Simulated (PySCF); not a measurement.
**Correlation energy of Ge (germanium, neutral)**

[Ar] 3d10 4s1 4p3, high-spin 5S determinant (an excited configuration). Computed with PySCF 2.14 in x2c-TZVPPall with one added diffuse shell each of s, p, d type (7s6p5d1f, 57 functions), with the spin-free X2C one-electron Hamiltonian (Gaussian nucleus). Frozen: [Ar] 3d10; 4 electrons correlated.

```csv
level,correlation energy (mhartree)
CCSD,-24.23
(T),-0.34
CCSD(T),-24.57
```

Diagnostics: T1 = 0.0023, D1 = 0.0051, largest double amplitude 0.037.

Cost of the coupled-cluster step: about 0.6 core-seconds, for 4 correlated electrons.

Iterations:

```
CC2 = 0
CCSD nocc = (np.int64(4), np.int64(0)), nmo = (43, 43)
frozen orbitals [[0, 1, 2, 3, 4, 5, 6, 7, 8, 9, 10, 11, 12, 13], [0, 1, 2, 3, 4, 5, 6, 7, 8, 9, 10, 11, 12, 13]]
max_cycle = 100
direct = 0
conv_tol = 1e-08
conv_tol_normt = 1e-06
diis_space = 8
diis_start_cycle = 0
Init t2, MP2 energy = -0.0180500122147888
Init E_corr(UCCSD) = -0.0180500122252191
cycle = 1  E_corr(UCCSD) = -0.0225235625897473  dE = -0.00447355036  norm(t1,t2) = 0.0287609
cycle = 2  E_corr(UCCSD) = -0.023731892409569  dE = -0.00120832982  norm(t1,t2) = 0.00873543
cycle = 3  E_corr(UCCSD) = -0.0242411969039778  dE = -0.000509304494  norm(t1,t2) = 0.00282086
cycle = 4  E_corr(UCCSD) = -0.0242340264617227  dE = 7.17044226e-06  norm(t1,t2) = 0.000251561
cycle = 5  E_corr(UCCSD) = -0.024234407816615  dE = -3.81354892e-07  norm(t1,t2) = 3.52816e-05
cycle = 6  E_corr(UCCSD) = -0.0242342846434155  dE = 1.23173199e-07  norm(t1,t2) = 4.98118e-06
cycle = 7  E_corr(UCCSD) = -0.0242343558526446  dE = -7.12092291e-08  norm(t1,t2) = 4.66928e-07
cycle = 8  E_corr(UCCSD) = -0.0242343472996324  dE = 8.55301217e-09  norm(t1,t2) = 8.00105e-08
UCCSD converged
E(UCCSD) = -2096.942696008794  E_corr = -0.02423434729963243
UCCSD(T) correction = -0.000343302100020419
```
